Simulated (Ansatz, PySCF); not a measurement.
Molecule: InH, charge 0, multiplicity 1. 
Coordinates optimised at B3LYP-D3(BJ)/def2-TZVP (Ansatz, a first-principles code):
```xyz
2

In     0.0000     0.0000    -0.0373
H      0.0000     0.0000     1.8254
```
Charge 0, spin multiplicity 1.

Total electronic energies in hartree. Cores are frozen in the correlated levels unless marked. Spin-orbit coupling is left out. Frozen are the shells of the preceding noble gas and the d and f shells that filled before the atom's block. In def2 rows, elements after Kr have scalar-relativistic effective core potentials. STO-3G rows are all-electron and non-relativistic. CBS marks a two-point X^-3 extrapolation of the correlation energy; Hartree-Fock from the larger set. [CCSD(T)-MP2]/basis is that difference in the basis named.

| level | program | energy (Eh) |
|---|---|---|
| HF/STO-3G | Ansatz | -5683.37091 |
| HF/def2-SVP | Ansatz | -189.77186 |
| HF/def2-TZVPPD | Ansatz | -189.77744 |
| HF-D3(BJ)/def2-TZVPD | PySCF + dftd3 | -189.78311 |
| RI-HF/def2-QZVPPD | Ansatz | -189.77834 |
| BLYP/def2-TZVPD | Ansatz | -190.67886 |
| B3LYP-D3(BJ)/def2-TZVPD | Ansatz + dftd3 | -190.79086 |
| PBE0/STO-3G | Ansatz | -5685.07420 |
| PBE0-D3(BJ)/def2-TZVPD | Ansatz + dftd3 | -190.71197 |
| PBE0-D4/def2-TZVP | Ansatz + dftd4 | -190.71188 |
| HSE06-D3(BJ)/def2-TZVPD | Ansatz + dftd3 | -190.71044 |
| HSE06-D4/def2-TZVPD | Ansatz + dftd4 | -190.71053 |
| B2PLYP-D3(BJ)/def2-TZVPD | Ansatz + dftd3 | -190.43025 |
| B2PLYP-D4/def2-TZVPD | Ansatz + dftd4 | -190.43015 |
| MP2/CBS(def2-TZVPP,def2-QZVPP) | Ansatz | -189.8393 |
| SCS-MP2/def2-SVP | Ansatz | -189.82423 |
| SCS-MP2/def2-TZVPPD | Ansatz | -189.84121 |
| CCSD/CBS(def2-TZVPPD,def2-QZVPPD) | Ansatz | -189.8541 |
| CCSD(T)/def2-SVP | Ansatz | -189.83619 |
| CCSD(T)/def2-QZVPP | Ansatz | -189.85389 |
| RI-MP2/CBS(def2-TZVPPD,def2-QZVPPD)+[CCSD(T)-MP2]/def2-SVPD | Ansatz | -189.8590 |
| RI-MP2/CBS(def2-TZVPPD,def2-QZVPPD)+[CCSD(T)-MP2]/def2-QZVPPD | Ansatz | -189.8563 |
| CCSD(T)/CBS(def2-TZVPPD,def2-QZVPPD) | Ansatz | -189.8554 |

Totals of different functionals don't rank their quality; only differences between species are comparable.
